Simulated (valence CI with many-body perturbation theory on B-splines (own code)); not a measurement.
# Ba41+: what each term of the Hamiltonian does

Calculated by relativistic CI+MBPT: five valence electrons over a frozen Dirac-Fock core [Ne], a basis of 9 s, 9 p, 8 d, 6 f, 3 g, 1 h functions for each j, with the one-electron correlation potential Σ1 (screened to all orders), the two-electron term Σ2, the three-electron term Σ3, Breit, model QED; selected single and double excitations, second order for the rest (own B-spline code, finite nucleus).

The last digits are not significant, and no measured levels were compared; by estimate large intervals hold to a few tenths of a per cent, small ones and those within an open d or f shell to about a per cent. Among the levels kept, up to 640 cm⁻¹ of a level comes from second order outside the variational space, and about a tenth of that is noise between levels of different J, which matters for small intervals.

Each rung adds one term. CI alone is the Dirac-Coulomb CI over the frozen core; QED comes last and gives the full result, which names the levels. Energies are above (3s^2 3p1/2^2 3p3/2) J=3/2 on the same rung, in cm⁻¹.

Levels are named by their leading jj configuration (3d3/2^4 stands for four electrons in 3d with j = 3/2), which in mixed levels can hold well under half, so a name can repeat and another be missing. Letters in brackets count levels of one name in rising energy.

```tsv
Level	CI alone	+ Σ1	+ Σ2	+ Σ3	+ Breit	Full
(3s^2 3p1/2 3p3/2^2) J=3/2	696734	697443	698233	698428	688202	689478
(3s^2 3p1/2 3p3/2^2) J=5/2	768198	768918	769437	769440	757257	758529
(3s^2 3p1/2 3p3/2^2) J=1/2	851717	852441	852677	852429	842497	843737
(3s^2 3p1/2^2 3d3/2) J=3/2	1295360	1293780	1291750	1291030	1287380	1285450
(3s^2 3p1/2^2 3d5/2) J=5/2	1496220	1495260	1493940	1493800	1485830	1481670
(3s^2 3p3/2^3) J=3/2	1559000	1560430	1561580	1561500	1540590	1543020
(3s 3p1/2^2 3p3/2^2) J=5/2	1656810	1655830	1654050	1654000	1649270	1641610
(3s 3p1/2^2 3p3/2^2) J=1/2	1785670	1784700	1783880	1784430	1783120	1773000
(3s 3p1/2^2 3p3/2^2) J=3/2	1793540	1792570	1790900	1791420	1787860	1779200
(3s^2 3p1/2 3p3/2 3d3/2) J=5/2 [a]	1989220	1988350	1986970	1986530	1970600	1970110
(3s^2 3p1/2 3p3/2 3d3/2) J=3/2 [a]	1997380	1996510	1995010	1994590	1980300	1979180
(3s^2 3p1/2 3p3/2 3d3/2) J=1/2 [a]	2000280	1999410	1998200	1997760	1984230	1983550
(3s^2 3p1/2 3p3/2 3d3/2) J=7/2	2058320	2057490	2056070	2055360	2037080	2036670
(3s^2 3p1/2 3p3/2 3d5/2) J=7/2 [a]	2169630	2169400	2168170	2167660	2146730	2146710
(3s^2 3p1/2 3p3/2 3d5/2) J=3/2 [a]	2172570	2172320	2171830	2171950	2153970	2151490
(3s^2 3p1/2 3p3/2 3d5/2) J=5/2 [a]	2210390	2209990	2207320	2206410	2187090	2186200
(3s^2 3p1/2 3p3/2 3d3/2) J=5/2 [b]	2235300	2234660	2231080	2230050	2213050	2211390
(3s^2 3p1/2 3p3/2 3d5/2) J=9/2	2246060	2245850	2244650	2243780	2219220	2219210
(3s^2 3p1/2 3p3/2 3d3/2) J=3/2 [b]	2266530	2265640	2258920	2257300	2244790	2242200
(3s^2 3p1/2 3p3/2 3d3/2) J=1/2 [b]	2265440	2264590	2259350	2257880	2245220	2243390
(3s^2 3p1/2 3p3/2 3d5/2) J=7/2 [b]	2380720	2380450	2377210	2375690	2352600	2352580
(3s^2 3p1/2 3p3/2 3d5/2) J=5/2 [b]	2396790	2396430	2391630	2389830	2370650	2369860
(3s^2 3p1/2 3p3/2 3d5/2) J=3/2 [b]	2401510	2401240	2399430	2398440	2381060	2378280
(3s^2 3p1/2 3p3/2 3d5/2) J=1/2	2419380	2419140	2416210	2414990	2396870	2395020
(3s^2 3p1/2 3p3/2 3d5/2) J=3/2 [c]	2475090	2474800	2471840	2470870	2455150	2450690
(3s 3p1/2 3p3/2^3) J=5/2	2535950	2535670	2533010	2532770	2517100	2510330
(3s 3p1/2 3p3/2^3) J=3/2	2652400	2652110	2648200	2648100	2634260	2626670
(3s 3p1/2 3p3/2^3) J=1/2	2657390	2657080	2652730	2652010	2638410	2631650
(3s 3p1/2^2 3p3/2 3d3/2) J=5/2 [a]	2874780	2872200	2870570	2870650	2865180	2852290
(3s 3p1/2^2 3p3/2 3d3/2) J=3/2 [a]	2885720	2883140	2881410	2881450	2877060	2864140
(3s 3p1/2^2 3p3/2 3d3/2) J=1/2 [a]	2890190	2887620	2886220	2886270	2882990	2869970
```

How does the ionisation energy move along the ladder, and which term matters most?

CI alone 3085.6, + Σ1 3086.5, + Σ2 3086.6, + Σ3 3086.2, + Breit 3084.2, + QED 3084.1 eV. The largest step is Breit, -2.0 eV. NIST lists 3081 ± 4 eV (theoretical).
